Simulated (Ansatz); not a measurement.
Reaction (redistribution): `COB(C)[SeH]` + `C[O][Al]([Cl])[Cl]` → `COB(C)OC` + `[Cl][Al]([Cl])[SeH]`

Isolated molecules relaxed with PBE0-D4/def2-TZVP in Ansatz; ΔE leaves out vibrations. CCSD(T)/CBS is the MP2 limit (def2-TZVPP, def2-QZVPP) plus CCSD(T) − MP2 in def2-TZVPP, frozen cores. Functionals use def2-TZVPP. B3LYP here is the variant with VWN-RPA as its local correlation; programs differ in this. For Se outer-core shells are correlated without core-valence functions, which leaves a few kJ/mol of doubt a bond. Scalar relativity is left out up to krypton. Each species was taken in one conformer, which may not be the lowest.

Problem. Is it downhill or uphill in electronic energy at CCSD(T)/CBS, and by how much? (Estimate.)

Solution. Ansatz gave: Downhill: ΔE = -50.6 kJ/mol.

Problem. What do these levels give: r2SCAN-D4, PBE0-D4, B3LYP-D4, ωB97M-V, B2PLYP, B3LYP, HF/def2-TZVPP, MP2/def2-TZVPP, CCSD/def2-TZVPP, MP2/def2-QZVPP, SCS-MP2/def2-QZVPP, CCSD/CBS(def2)? (Best estimate.)

Solution. Ansatz gave: r2SCAN-D4 -51.8, PBE0-D4 -56.0, B3LYP-D4 -51.1, ωB97M-V -54.8, B2PLYP -50.0, B3LYP -52.7, HF/def2-TZVPP -60.6, MP2/def2-TZVPP -45.5, CCSD/def2-TZVPP -50.8, MP2/def2-QZVPP -45.7, SCS-MP2/def2-QZVPP -46.5, CCSD/CBS(def2) -51.7 kJ/mol.

Largest T1 diagnostic among the species: 0.012.

In def2-TZVPP, CCSD(T) changes the Hartree–Fock value by +10.9 kJ/mol (the triples alone add +1.1 kJ/mol) and MP2 by +15.1 kJ/mol. From PBE to PBE0 (25 % exact exchange), in def2-TZVPP and without D4, ΔE moves by −3.2 kJ/mol.
